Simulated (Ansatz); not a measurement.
Start from `[CH2]1[CH2][GeH2]1` and change one atom or group to get `[F][GeH]1[CH2][CH2]1`.

Ansatz, PBE0-D4/def2-TZVP geometries, multiplicity 1. 

Scalar relativity is left out up to krypton.

| property | `[CH2]1[CH2][GeH2]1` |
| --- | --- |
| HOMO–LUMO gap (PBE/def2-TZVPP) / eV | 5.15 |
| HOMO energy (B3LYP/def2-TZVPP) / eV | -6.24 |
| HOMO–LUMO gap (B3LYP/def2-TZVPP) / eV | 6.55 |
| LUMO energy (PBE/def2-TZVPP) / eV | -0.25 |
| size of the dipole moment (B3LYP/def2-TZVPP) / D | 0.10 |
| HOMO energy (ωB97M-V/def2-TZVPP) / eV | -8.56 |

Problem. What does the change do to each property? (An estimate is asked.)

Solution. Computed: 
```tsv
property	`[F][GeH]1[CH2][CH2]1`	shift
HOMO–LUMO gap (PBE/def2-TZVPP) / eV	4.75	-0.40
HOMO energy (B3LYP/def2-TZVPP) / eV	-6.60	-0.36
HOMO–LUMO gap (B3LYP/def2-TZVPP) / eV	6.37	-0.18
LUMO energy (PBE/def2-TZVPP) / eV	-0.91	-0.66
size of the dipole moment (B3LYP/def2-TZVPP) / D	2.14	2.04
HOMO energy (ωB97M-V/def2-TZVPP) / eV	-8.95	-0.39
```

With PBE0 the HOMO falls by 0.36 eV and the LUMO falls by 0.46 eV, so the gap narrows by about 0.10 eV. PBE moves the HOMO by -0.25 eV and ωB97M-V by -0.39 eV. Dipoles are sizes alone; their direction can turn.

B3LYP here is the variant with VWN-RPA as its local correlation; programs differ in this.
